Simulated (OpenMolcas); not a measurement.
Ne2+: the spin-orbit constant, Slater's ratio, worked from levels

```json
{
 "Program": "OpenMolcas",
 "Basis": "ANO-RCC-VTZP [4s3p2d1f]",
 "Scalar Hamiltonian": "DKH2, point nucleus",
 "Active space": "6 electrons in 4 orbitals (2s 2p)",
 "State averaging": "2S+1 = 3 even, 3 roots; 2S+1 = 1 even, 6 roots; 2S+1 = 3 odd, 3 roots; 2S+1 = 1 odd, 3 roots",
 "Spin-orbit coupling": "state interaction with AMFI integrals over the reference wave functions, term energies averaged over their components"
}
```

Methods: CASSCF; SS-CASPT2, IPEA 0.25 Eh, imaginary shift 0.1 Eh (closed shells correlated: 1s). Measured levels: Moore, Atomic Energy Levels, vol. I, NSRDS-NBS 35 (1971 reprint of NBS Circular 467, 1949).

**The spin-orbit constant.** For the Hund term ³P of p4, E(J) = (A/2) J(J+1) + constant and ζ = -2S·A = -2A. From J = 0 to J = 2 the energy changes by 3 A.

| Source | E(2) - E(0) | A | ζ |
| --- | --- | --- | --- |
| CASSCF | -884.6 | -294.9 | 590 |
| SS-CASPT2 | -885.7 | -295.2 | 590 |
| measured | -927.0 | -309.0 | 618 |

All in cm-1. SS-CASPT2 is off by -4.5 % and CASSCF by -4.6 %. Both methods take the spin-orbit matrix elements from the reference wave functions, so the second can move ζ only through the term energies and any multistate remixing. Second-order mixing with other terms is absorbed into this ζ.

**Slater's ratio.** With one set of orbitals, p4 has ¹D - ³P = 6 F2 and ¹S - ¹D = 9 F2 (F2 = F²/25), a ratio of 3/2. Term energies are centres of gravity, weighted by 2J + 1.

```csv
Source,¹D - ³P,¹S - ³P,F2 from the first,Ratio
CASSCF,27569,52485,4595,0.904
SS-CASPT2,25949,55537,4325,1.140
measured,25521,55427,4254,1.172
```

Energies in cm-1. A ratio away from 3/2 shows effects beyond one configuration with one set of orbitals, and in heavier atoms second-order spin-orbit shifts. In CASSCF the valence s occupation is 1.93 in ¹S against 2.00 in ¹D: mixing out of s² acts most on ¹S and pulls it down.

CASPT2 breaks the degeneracy within a term, and the mean is taken; among the terms shown or strongly mixed into the levels shown the widest spread is 61 cm-1 (2s² 2p⁴ ¹D, SS-CASPT2). Computed and measured levels are paired by configuration, term and J; levels that our copy of the source lacks, or whose pairing is in doubt (as where it misses far off the trend of its configuration), stay unpaired and out of the deviations. Levels of configurations outside the active space are missing.
